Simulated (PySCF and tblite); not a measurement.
# C7H14N2, numbered as in [CH2:1]=[CH:2]/[C:3](=[CH:4]\[N:5]([CH3:6])[CH3:7])[CH2:8][NH2:9]: conformational analysis

Level: PBE0-D3(BJ)/6-31G*//GFN2-xTB, thermal terms from GFN2-xTB, symmetry numbers and mirror pairs counted. Conformers within 3 kcal/mol (GFN2-xTB free energy) were kept, 10 at most. GIAO shieldings: PBE0/6-31G*. Shifts are against TMS (¹H), TMS (¹³C), NH3 (¹⁵N) at the same level; of two unlike H on one atom, a is the less shielded. (PySCF 2.14, tblite 0.8.)

Torsions listed: C1–C2–C3–C8, C3–C4–N5–C6, C2–C3–C8–N9, C3–C8–N9–H9. Of a mirror pair one member is shown.

```json
{"conformer": "1", "shape": "21°, 39°, 62°, -59°", "symmetry": "C1 (pair)", "E(GFN2) kcal/mol": "0.00", "E(DFT) kcal/mol": "0.00", "G(298.15 K) kcal/mol": "0.00", "weight %": "45.1", "dipole D": "3.29"}
{"conformer": "2", "shape": "21°, -171°, -79°, -59°", "symmetry": "C1 (pair)", "E(GFN2) kcal/mol": "1.63", "E(DFT) kcal/mol": "0.98", "G(298.15 K) kcal/mol": "0.66", "weight %": "14.8", "dipole D": "2.75"}
{"conformer": "3", "shape": "-21°, -36°, -155°, -178°", "symmetry": "C1 (pair)", "E(GFN2) kcal/mol": "1.76", "E(DFT) kcal/mol": "1.01", "G(298.15 K) kcal/mol": "0.74", "weight %": "12.9", "dipole D": "1.20"}
{"conformer": "4", "shape": "-16°, 171°, 90°, -59°", "symmetry": "C1 (pair)", "E(GFN2) kcal/mol": "0.14", "E(DFT) kcal/mol": "0.95", "G(298.15 K) kcal/mol": "0.88", "weight %": "10.2", "dipole D": "3.46"}
{"conformer": "5", "shape": "-18°, -47°, -166°, -62°", "symmetry": "C1 (pair)", "E(GFN2) kcal/mol": "1.23", "E(DFT) kcal/mol": "1.03", "G(298.15 K) kcal/mol": "0.95", "weight %": "9.1", "dipole D": "2.87"}
{"conformer": "6", "shape": "19°, 36°, 68°, -54°", "symmetry": "C1 (pair)", "E(GFN2) kcal/mol": "1.93", "E(DFT) kcal/mol": "1.93", "G(298.15 K) kcal/mol": "1.65", "weight %": "2.8", "dipole D": "1.99"}
{"conformer": "7", "shape": "-134°, 29°, 66°, 59°", "symmetry": "C1 (pair)", "E(GFN2) kcal/mol": "1.18", "E(DFT) kcal/mol": "2.43", "G(298.15 K) kcal/mol": "1.93", "weight %": "1.7", "dipole D": "2.98"}
{"conformer": "8", "shape": "-16°, -36°, 94°, -176°", "symmetry": "C1 (pair)", "E(GFN2) kcal/mol": "1.65", "E(DFT) kcal/mol": "2.20", "G(298.15 K) kcal/mol": "1.94", "weight %": "1.7", "dipole D": "1.43"}
{"conformer": "9", "shape": "-16°, -45°, -55°, -177°", "symmetry": "C1 (pair)", "E(GFN2) kcal/mol": "2.44", "E(DFT) kcal/mol": "2.49", "G(298.15 K) kcal/mol": "2.06", "weight %": "1.4", "dipole D": "2.58"}
{"conformer": "10", "shape": "141°, -30°, 89°, 58°", "symmetry": "C1 (pair)", "E(GFN2) kcal/mol": "1.76", "E(DFT) kcal/mol": "3.67", "G(298.15 K) kcal/mol": "2.94", "weight %": "0.3", "dipole D": "2.97"}
```

Weights (%) against temperature:

| T (K) | 1 | 2 | 3 | 4 | 5 | 6 | 7 | 8 | 9 | 10 | S(mix) cal/mol/K |
| --- | --- | --- | --- | --- | --- | --- | --- | --- | --- | --- | --- |
| 220 | 59.5 | 12.6 | 10.1 | 7.7 | 6.9 | 1.3 | 0.6 | 0.7 | 0.5 | 0.1 | 4.04 |
| 260 | 51.2 | 14.0 | 11.8 | 9.2 | 8.2 | 2.1 | 1.2 | 1.2 | 0.9 | 0.2 | 4.42 |
| 298.15 | 45.1 | 14.8 | 12.9 | 10.2 | 9.1 | 2.8 | 1.7 | 1.7 | 1.4 | 0.3 | 4.70 |
| 340 | 39.8 | 15.2 | 13.7 | 10.9 | 9.8 | 3.5 | 2.4 | 2.3 | 1.9 | 0.5 | 4.94 |
| 380 | 35.9 | 15.3 | 14.1 | 11.3 | 10.2 | 4.1 | 3.0 | 2.8 | 2.4 | 0.8 | 5.11 |

Averaged shifts at 298.15 K. ¹H: 6.78 (H2, 1H), 6.01 (H4, 1H), 5.02 (H1a, 1H), 4.91 (H1b, 1H), 3.46 (H8, 2H), 2.80 (H6/H7, 6H) ppm. ¹³C: 134.1 (C4), 127.7 (C2), 108.2 (C3), 103.2 (C1), 47.4 (C8), 43.6 (C6/C7) ppm. ¹⁵N: 51.4 (N5), 30.1 (N9) ppm.

Coordinates of conformer 1 (Å):

```xyz
23

C    -1.890    2.045    0.341
C    -0.855    1.305   -0.053
C    -0.743   -0.137    0.051
C     0.418   -0.812   -0.080
N     1.694   -0.308   -0.171
C     2.116    0.831    0.612
C     2.760   -1.234   -0.462
C    -2.027   -0.931    0.200
N    -2.952   -0.805   -0.921
H    -2.739    1.633    0.860
H    -1.913    3.109    0.172
H    -0.034    1.797   -0.561
H     0.371   -1.895   -0.142
H     2.535    1.610   -0.031
H     1.276    1.240    1.167
H     2.890    0.529    1.328
H     3.583   -0.693   -0.932
H     3.145   -1.723    0.445
H     2.413   -1.999   -1.153
H    -2.563   -0.612    1.099
H    -1.794   -1.993    0.311
H    -3.206    0.171   -1.042
H    -2.490   -1.101   -1.776
```

Coordinates of conformer 2 (Å):

```xyz
23

C     1.552    2.200   -0.923
C     0.544    1.565   -0.332
C     0.661    0.319    0.403
C    -0.374   -0.505    0.663
N    -1.670   -0.403    0.212
C    -2.644   -1.300    0.780
C    -1.958   -0.029   -1.154
C     2.026   -0.066    0.919
N     2.834   -0.637   -0.158
H     2.539    1.775   -0.959
H     1.410    3.150   -1.410
H    -0.443    2.011   -0.332
H    -0.206   -1.341    1.336
H    -3.638   -0.864    0.665
H    -2.642   -2.285    0.290
H    -2.451   -1.437    1.842
H    -1.047    0.287   -1.656
H    -2.379   -0.882   -1.701
H    -2.685    0.786   -1.185
H     1.909   -0.757    1.772
H     2.550    0.826    1.276
H     2.369   -1.455   -0.539
H     3.738   -0.930    0.200
```

Rotation about the C–N or B–N bond may be slow on the NMR time scale, and the averages treat it as fast. H on N, O and S are left out: they exchange, and hydrogen bonds move them by several ppm. Unscaled ¹⁵N shifts at such levels can be off by tens of ppm; differences between conformers or isomers are more reliable. Shifts are unscaled: against experiment ¹³C can be off by 15 ppm or more and ¹H by 0.8 ppm. For its torsions the set is small; conformers may be missing.

Search and properties took 6.8 min on 1 thread of Intel Xeon Platinum 8259CL @ 2.50GHz, shared host (rough), launched as `OMP_NUM_THREADS=1 python ens_run.py task.json out`.


¹⁵N shifts are against a computed isolated NH3 molecule, about 20 ppm from the liquid.